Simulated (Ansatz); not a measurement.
`N#CB(F)Cl`, relaxed with RKS PBE-D4/def2-SVP in Ansatz 0.2.0 from a rough embedded geometry. The force threshold is 0.03 eV/Å; the program also tests the step.

Charge 0, multiplicity 1.

Start:

```xyz
5

N    -1.707   -0.927    1.078
C    -0.781   -0.434    0.456
B     0.422    0.162   -0.347
F     0.789   -0.447   -1.500
Cl    1.277    1.646    0.312
```

**Question.** How much energy does the relaxation release, and in how many steps? (An estimate is asked.)

**Answer.** The calculation gave: 5.68 kcal/mol, in 5 steps, 2 of them rejected.

**Question.** Which bonds change most? (Estimate.)

**Answer.** Computed: B3–Cl5 from 1.836 to 1.745 Å; N1–C2 from 1.219 to 1.173 Å; B3–F4 from 1.354 to 1.321 Å; C2–B3 from 1.565 to 1.545 Å.

**Question.** Give the relaxed structure. (An estimate is asked.)

**Answer.** Computed: 
```xyz
5

N    -1.672   -0.888    1.064
C    -0.774   -0.443    0.454
B     0.413    0.159   -0.332
F     0.802   -0.403   -1.463
Cl    1.231    1.575    0.277
```
